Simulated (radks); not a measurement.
Charge is removed step by step from the 1s down level of the aluminium ion Al3+, starting from 1s(up 1, down 1) 2s2 2p6. All-electron calculation, non-relativistic Kohn-Sham, r2SCAN, spin-polarised, spherical densities, point nucleus; meta-GGA in the generalised Kohn-Sham scheme. Program: a radial shooting solver on a logarithmic mesh with Libxc functionals.

removed (e)  E - E(0) (eV)  eigenvalue (eV)  E minus straight line (eV)
0                    0.000          -1553.3                       0.000
0.1                 155.93          -1565.3                      -4.579
0.2                 313.04          -1577.0                      -7.972
0.3                 471.32          -1588.4                     -10.207
0.4                 630.71          -1599.4                     -11.322
0.5                 791.17          -1609.7                     -11.371
0.6                 952.62          -1619.2                     -10.425
0.7                 1115.0          -1627.4                      -8.592
0.8                 1278.0          -1633.5                      -6.034
0.9                 1441.5          -1636.2                      -3.016
1                   1605.1          -1633.0                       0.000

Removing the whole electron costs 1605.1 eV by Delta-SCF, against 1553.3 eV from minus the eigenvalue at the starting occupation. Slater's transition state (half an electron removed) gives 1609.7 eV. Integrating minus the eigenvalue over the occupation (Janak's theorem) gives 1605.1 eV. The mean slope of the eigenvalue, de/dn, is 79.8 eV per electron.
